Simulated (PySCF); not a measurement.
Can point charges reproduce the dipole moment of `CC[O][GaH][CH2][SiH3]`?

Coordinates (PBE0-D3(BJ)/def2-SVP, Å) and charges (e) from the PBE0/pcSseg-1 density (PySCF):

```tsv
atom	x	y	z	Mulliken	IAO	Hirshfeld	ESP-fitted
C1	-2.867	-0.105	-0.147	-0.3648	-0.4242	-0.1251	-0.2625
C2	-1.879	0.333	0.915	+0.0919	-0.0267	-0.0033	+0.3406
O3	-0.537	0.273	0.538	-0.7330	-0.5935	-0.2758	-0.5734
Ga4	0.322	-0.270	-0.933	+0.8473	+0.7831	+0.5010	+0.8541
C5	2.244	-0.038	-0.656	-0.9243	-0.8439	-0.2762	-0.6733
Si6	2.727	0.028	1.160	+0.5106	+0.6081	+0.2913	+0.6356
H7	-2.702	-1.154	-0.442	+0.1218	+0.1359	+0.0355	+0.0727
H8	-2.783	0.516	-1.053	+0.1200	+0.1353	+0.0354	+0.0658
H9	-3.900	-0.019	0.226	+0.1236	+0.1436	+0.0461	+0.0564
H10	-2.019	-0.289	1.820	+0.1021	+0.1280	+0.0334	-0.0195
H11	-2.111	1.371	1.221	+0.1016	+0.1284	+0.0332	-0.0159
H12	-0.468	-0.833	-2.159	-0.0794	-0.1428	-0.1204	-0.2601
H13	2.795	-0.837	-1.180	+0.1714	+0.1627	+0.0361	+0.1276
H14	2.541	0.911	-1.137	+0.1779	+0.1661	+0.0393	+0.1524
H15	4.219	0.009	1.308	-0.0978	-0.1261	-0.0901	-0.1718
H16	2.219	1.276	1.803	-0.0748	-0.1109	-0.0775	-0.1668
H17	2.191	-1.158	1.899	-0.0941	-0.1230	-0.0831	-0.1619
```

Compute μ = Σ q r for each scheme (1 e·Å = 4.803 D) and compare with the dipole of the full density.

The full density gives (-0.94, -0.20, -1.48) D, 1.76 D in size; dipole vectors point from the negative to the positive end.

| scheme | μx | μy | μz | size (D) | share of the full size (%) | angle to the full dipole (°) |
| --- | --- | --- | --- | --- | --- | --- |
| Mulliken | -2.52 | -0.88 | -1.75 | 3.19 | 181 | 24 |
| IAO | -1.61 | -0.50 | -0.98 | 1.95 | 111 | 27 |
| Hirshfeld | -0.67 | -0.31 | -1.27 | 1.47 | 84 | 7 |
| ESP-fitted | -0.93 | -0.23 | -1.51 | 1.79 | 101 | 1 |

Which set comes closest?

Length of the difference vector: ESP-fitted 0.04 D, Hirshfeld 0.35 D, IAO 0.89 D, Mulliken 1.74 D. Closest: ESP-fitted. The schemes that divide the density aren't constrained to reproduce the dipole.

What is left for the Hirshfeld atoms' own dipoles?

The shares of the density sum to the whole, so what Σ q r misses lies in dipoles about the nuclei. The atomic dipoles sum to (-0.94, -0.20, -1.48) − (-0.67, -0.31, -1.27) = (-0.27, 0.11, -0.21) D, 0.35 D in size.

With the origin at the mean of the coordinates, (0.000, 0.001, 0.187) Å, which are the largest single terms, by size, of the ESP-fitted dipole along the direction of the full one?

Si6 -6.93, Ga4 +3.28, H12 -2.89, H15 +2.63, C1 -2.29 D; all 17 atoms together +1.78 D. The single terms depend on the origin, their sum doesn't.

Give the size of the full dipole in other units.

1.76 D = 0.694 au = 0.367 e·Å = 5.88 × 10⁻³⁰ C·m.

The structure is a single PBE0-D3(BJ)/def2-SVP conformer in the gas phase; no vibrational or solvent corrections. The calculation is non-relativistic, for gallium too.

The values belong to the conformer `[CH3:1][CH2:2][O:3][GaH:4][CH2:5][SiH3:6]`: C1–C2–O3–Ga4 -3°, C2–O3–Ga4–C5 -179°, O3–Ga4–C5–Si6 22°.
